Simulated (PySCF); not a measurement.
C₃H₉B, triplet, geometry from GFN2-xTB (a higher spin typed on purpose: for a closed-shell molecule this is an excited state); HF/6-31G run with PySCF.

Input for PySCF:
```python
from pyscf import gto, scf

mol = gto.M(
    atom='''
B     0.05650358    0.39417268    0.34215853
C     1.41954857   -0.13518450   -0.48372115
H     1.23896787   -1.03247355   -1.07187377
H     2.08937162   -0.36474791    0.33933365
H     1.85126810    0.63004949   -1.11693327
C    -0.56583753   -0.64972355    1.37286759
H    -0.79811715   -1.61888125    0.91410609
H    -1.49285218   -0.28887489    1.82201511
H     0.10206547   -0.85538698    2.21126460
C    -0.85670585    0.67333727   -1.03925510
H    -1.79304235    1.01427906   -0.60819344
H    -1.02816575   -0.22719148   -1.62518173
H    -0.43404466    1.44178876   -1.67467795
''',
    basis='6-31g',
    spin=2,
    verbose=4,
    symmetry=True,
)

mf = scf.UHF(mol)
mf.irrep_nelec = {"A'": (10, 10), 'A"': (7, 5)}
mf.kernel()
mf.analyze()
```

Output, abridged:

```
PySCF version 2.14.0

[INPUT] verbose = 4
[INPUT] num. atoms = 13
[INPUT] num. electrons = 32
[INPUT] charge = 0
[INPUT] spin (= nelec alpha-beta = 2S) = 2
[INPUT] symmetry True subgroup None
[INPUT] Mole.unit = angstrom
[INPUT] Symbol           X                Y                Z      unit          X                Y                Z       unit  Magmom
[...]
nuclear repulsion = 112.372945783152
point group symmetry = Cs
symmetry origin: [ 5.90539437e-10 -1.77161820e-09 -1.18107889e-09]
symmetry axis x: [-0.34147126 -0.36674859  0.86538595]
symmetry axis y: [-0.20008632 -0.87125879 -0.44818923]
symmetry axis z: [ 0.91834789 -0.32619563  0.22412847]
num. orbitals of irrep A' = 33
num. orbitals of irrep A" = 21
number of shells = 38
number of NR pGTOs = 124
number of NR cGTOs = 54
basis = 6-31g
ecp = {}

******** <class 'pyscf.scf.uhf_symm.SymAdaptedUHF'> ********
method = SymAdaptedUHF
initial guess = minao
damping factor = 0
level_shift factor = 0
DIIS = <class 'pyscf.scf.diis.CDIIS'>
diis_start_cycle = 1
diis_space = 8
diis_damp = 0
SCF conv_tol = 1e-09
SCF conv_tol_grad = None
SCF max_cycles = 50
direct_scf = True
direct_scf_tol = 1e-13
number electrons alpha = 17  beta = 15
irrep_nelec {"A'": (10, 10), 'A"': (7, 5)}
Freeze 32 electrons in irreps ["A'", 'A"']
    0 free electrons in irreps
Set gradient conv threshold to 3.16228e-05
init E= -143.74646030738

cycle= 1 E= -142.982926200576  delta_E= 0.764  |g|= 0.233  |ddm|= 9.17

cycle= 2 E= -143.038638527002  delta_E= -0.0557  |g|= 0.088  |ddm|= 1.83

cycle= 3 E= -143.049570577192  delta_E= -0.0109  |g|= 0.0399  |ddm|= 0.962

cycle= 4 E= -143.055207502903  delta_E= -0.00564  |g|= 0.0258  |ddm|= 1.19

cycle= 5 E= -143.059355445058  delta_E= -0.00415  |g|= 0.0136  |ddm|= 1.46

cycle= 6 E= -143.060587504097  delta_E= -0.00123  |g|= 0.00577  |ddm|= 0.966

cycle= 7 E= -143.060735913617  delta_E= -0.000148  |g|= 0.00263  |ddm|= 0.267

cycle= 8 E= -143.060771207369  delta_E= -3.53e-05  |g|= 0.00121  |ddm|= 0.144

cycle= 9 E= -143.060778593304  delta_E= -7.39e-06  |g|= 0.00071  |ddm|= 0.053

cycle= 10 E= -143.060781788829  delta_E= -3.2e-06  |g|= 0.000413  |ddm|= 0.0391

cycle= 11 E= -143.060783197461  delta_E= -1.41e-06  |g|= 0.000173  |ddm|= 0.0351

cycle= 12 E= -143.060783391776  delta_E= -1.94e-07  |g|= 7.04e-05  |ddm|= 0.0133

cycle= 13 E= -143.060783414803  delta_E= -2.3e-08  |g|= 2.65e-05  |ddm|= 0.0044

cycle= 14 E= -143.060783416463  delta_E= -1.66e-09  |g|= 1.28e-05  |ddm|= 0.000749

cycle= 15 E= -143.060783417164  delta_E= -7e-10  |g|= 3.94e-06  |ddm|= 0.000788

Extra cycle  E= -143.060783417195  delta_E= -3.17e-11  |g|= 2.49e-06  |ddm|= 5.79e-05
converged SCF energy = -143.060783417195  <S^2> = 2.053158  2S+1 = 3.0352318
**** SCF Summaries ****
Total Energy =                        -143.060783417195466
Nuclear Repulsion Energy =             112.372945783152119
One-electron Energy =                 -413.348192974824542
Two-electron Energy =                  157.914463774476957
Two-electron Coulomb Energy =          180.450364411606330
DFT Exchange-Correlation Energy =      -22.535900637129373
Wave-function symmetry = A'
alpha occupancy for each irrep:     A'   A"
                                    10    7
beta  occupancy for each irrep:     A'   A"
                                    10    5
**** MO energy ****
alpha MO #1 (A" #1), energy= -11.2366413840717 occ= 1
alpha MO #2 (A' #1), energy= -11.2366181270124 occ= 1
alpha MO #3 (A' #2), energy= -11.1922147352398 occ= 1
alpha MO #4 (A' #3), energy= -7.6399383896936 occ= 1
alpha MO #5 (A' #4), energy= -1.03425058802436 occ= 1
alpha MO #6 (A" #2), energy= -0.966359608973141 occ= 1
alpha MO #7 (A' #5), energy= -0.925447820396231 occ= 1
alpha MO #8 (A' #6), energy= -0.646363061711315 occ= 1
alpha MO #9 (A' #7), energy= -0.608880813668724 occ= 1
alpha MO #10 (A' #8), energy= -0.600570951775578 occ= 1
alpha MO #11 (A" #3), energy= -0.594833356110306 occ= 1
alpha MO #12 (A" #4), energy= -0.558021528213087 occ= 1
[...]
beta  MO #2 (A" #1), energy= -11.2147251898864 occ= 1
beta  MO #3 (A' #2), energy= -11.1978831531211 occ= 1
beta  MO #4 (A' #3), energy= -7.62981019130747 occ= 1
beta  MO #5 (A' #4), energy= -0.971439242131777 occ= 1
beta  MO #6 (A' #5), energy= -0.920714778942218 occ= 1
beta  MO #7 (A" #2), energy= -0.894606182992415 occ= 1
beta  MO #8 (A' #6), energy= -0.593408181744877 occ= 1
beta  MO #9 (A' #7), energy= -0.582961843411235 occ= 1
beta  MO #10 (A" #3), energy= -0.556301033708219 occ= 1
beta  MO #11 (A' #8), energy= -0.545499808905252 occ= 1
beta  MO #12 (A" #4), energy= -0.539740175958273 occ= 1
beta  MO #13 (A' #9), energy= -0.530191863365515 occ= 1
beta  MO #14 (A" #5), energy= -0.505398386133738 occ= 1
beta  MO #15 (A' #10), energy= -0.428906295612814 occ= 1
beta  MO #16 (A" #6), energy= -0.00784389474110658 occ= 0
beta  MO #17 (A' #11), energy= 0.0963001177193008 occ= 0
beta  MO #18 (A' #12), energy= 0.231209464852296 occ= 0
beta  MO #19 (A' #13), energy= 0.283802666366725 occ= 0
beta  MO #20 (A' #14), energy= 0.298149812476112 occ= 0
beta  MO #21 (A" #7), energy= 0.298308273369891 occ= 0
beta  MO #22 (A' #15), energy= 0.305119928551634 occ= 0
beta  MO #23 (A" #8), energy= 0.315076549530468 occ= 0
beta  MO #24 (A' #16), energy= 0.344159051121715 occ= 0
beta  MO #25 (A" #9), energy= 0.358524748055127 occ= 0
beta  MO #26 (A" #10), energy= 0.377679003173073 occ= 0
beta  MO #27 (A' #17), energy= 0.429898386724138 occ= 0
beta  MO #28 (A" #11), energy= 0.434365686797436 occ= 0
beta  MO #29 (A' #18), energy= 0.461233271120309 occ= 0
beta  MO #30 (A' #19), energy= 0.675152246535801 occ= 0
beta  MO #31 (A' #20), energy= 0.692926032247083 occ= 0
beta  MO #32 (A' #21), energy= 0.722447378524555 occ= 0
beta  MO #33 (A" #12), energy= 0.723811071013158 occ= 0
beta  MO #34 (A" #13), energy= 0.738337318886099 occ= 0
beta  MO #35 (A' #22), energy= 0.810202335834087 occ= 0
beta  MO #36 (A" #14), energy= 0.939566225953775 occ= 0
beta  MO #37 (A' #23), energy= 0.940483155609831 occ= 0
beta  MO #38 (A' #24), energy= 0.961419625477545 occ= 0
beta  MO #39 (A" #15), energy= 0.973876125265152 occ= 0
beta  MO #40 (A' #25), energy= 1.0080747977489 occ= 0
beta  MO #41 (A' #26), energy= 1.06246161280682 occ= 0
beta  MO #42 (A" #16), energy= 1.09358432821021 occ= 0
beta  MO #43 (A' #27), energy= 1.2083490039757 occ= 0
beta  MO #44 (A' #28), energy= 1.22197852049405 occ= 0
beta  MO #45 (A" #17), energy= 1.22762904028687 occ= 0
beta  MO #46 (A' #29), energy= 1.23092861878795 occ= 0
beta  MO #47 (A" #18), energy= 1.23726641162859 occ= 0
beta  MO #48 (A' #30), energy= 1.26087288574903 occ= 0
beta  MO #49 (A" #19), energy= 1.26545688986493 occ= 0
beta  MO #50 (A" #20), energy= 1.28212454206629 occ= 0
beta  MO #51 (A' #31), energy= 1.28985738511865 occ= 0
beta  MO #52 (A' #32), energy= 1.54185949757044 occ= 0
beta  MO #53 (A' #33), energy= 1.6300444494571 occ= 0
beta  MO #54 (A" #21), energy= 1.68505681965355 occ= 0
 ** Mulliken pop alpha/beta on meta-lowdin orthogonal AOs **
 ** Mulliken pop       alpha | beta **
In total            17.00000 | 15.00000
 ** Mulliken atomic charges   ( Nelec_alpha | Nelec_beta ) **
charge of  0B =      0.09821  (     2.84404      2.05775 )
charge of  1C =     -0.36806  (     3.48137      2.88669 )
charge of  2H =      0.10598  (     0.45357      0.44044 )
charge of  3H =      0.14188  (     0.44435      0.41377 )
charge of  4H =      0.09986  (     0.44407      0.45607 )
charge of  5C =     -0.37279  (     3.11984      3.25296 )
charge of  6H =      0.12001  (     0.43858      0.44142 )
charge of  7H =      0.09762  (     0.47541      0.42697 )
charge of  8H =      0.09762  (     0.47541      0.42697 )
charge of  9C =     -0.36806  (     3.48137      2.88669 )
charge of  10H =      0.14188  (     0.44435      0.41377 )
charge of  11H =      0.10598  (     0.45357      0.44044 )
charge of  12H =      0.09986  (     0.44407      0.45607 )
Dipole moment(X, Y, Z, Debye):  0.23926,  0.21409, -0.66877
```
